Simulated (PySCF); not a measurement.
Ligands exchanged one at a time, Sn OCH3-SiH3. Isolated molecules, 0 K electronic values unless said otherwise. One relaxed conformer stands for each flexible species; it need not be the lowest. Strings in code marks are SMILES.

Method: PBE0-D4/def2-TZVP // PBE0-D4/def2-SVP in PySCF. Delta-SCF ions had no search for a lower state. Excitations are Tamm–Dancoff values on a coarser integration grid. The basis has no diffuse functions, so Rydberg states are missing or too high.

```tsv
species	LUMO (eV)	HOMO (eV)	S1 excitation (TDA) (eV)	vertical ionisation energy (Delta-SCF) (eV)
0 of 4 OCH3 replaced by SiH3 (`C[O][Sn]([O]C)([O]C)[O]C`)	-1.65	-7.95	4.80	(withheld)
1 of 4 OCH3 replaced by SiH3	-1.03	-7.49	(withheld)	9.13
2 of 4 OCH3 replaced by SiH3 (`[O](C)[Sn]([SiH3])([O]C)[SiH3]` (C–O–Sn–Si torsion 45°, Si–Sn–O–C torsion -179°))	(withheld)	-7.38	5.29	8.97
3 of 4 OCH3 replaced by SiH3	(withheld)	-7.05	(withheld)	8.63
4 of 4 OCH3 replaced by SiH3 (`[SiH3][Sn]([SiH3])([SiH3])[SiH3]`)	-0.48	-7.61	6.05	9.12
```

Q: Fill in the missing entries.

A: 
- 0 of 4 OCH3 replaced by SiH3 (`C[O][Sn]([O]C)([O]C)[O]C`), vertical ionisation energy (Delta-SCF) (eV): 9.58
- 1 of 4 OCH3 replaced by SiH3, S1 excitation (TDA) (eV): 5.19
- 2 of 4 OCH3 replaced by SiH3 (`[O](C)[Sn]([SiH3])([O]C)[SiH3]` (C–O–Sn–Si torsion 45°, Si–Sn–O–C torsion -179°)), LUMO (eV): -0.90
- 3 of 4 OCH3 replaced by SiH3, LUMO (eV): -1.13
- 3 of 4 OCH3 replaced by SiH3, S1 excitation (TDA) (eV): 4.60
